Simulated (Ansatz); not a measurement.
Si₁₃H₂₀, a cluster cut from cubic silicon. The state is a singlet with charge 0. Geometry PBE-D4/def2-SVP, basis def2-TZVP, Ansatz.

```csv
run,HOMO (eV),LUMO (eV)
A,-7.38,-1.30
B,-6.41,-2.01
C,-6.63,-1.88
D,-7.20,-1.37
E,-9.64,1.81
F,-7.52,-1.24
```

B3LYP takes the VWN-RPA correlation. Single mean-field runs in def2-TZVP are fitted with def2-universal-jkfit.

Q: The runs used B3LYP, HF, PBE, PBE0, r2SCAN, r2SCAN0. Estimate which is which.

A: A PBE0 (25 % exact exchange); B PBE (0 % exact exchange); C r2SCAN (0 % exact exchange); D B3LYP (20 % exact exchange); E HF (100 % exact exchange); F r2SCAN0 (25 % exact exchange). Exact exchange lowers occupied and raises empty levels; among semilocal functionals meta-GGAs tend to open the gap a little, and such runs are hard to tell apart. The gap grows from 4.40 eV (PBE) to 11.45 eV (HF).
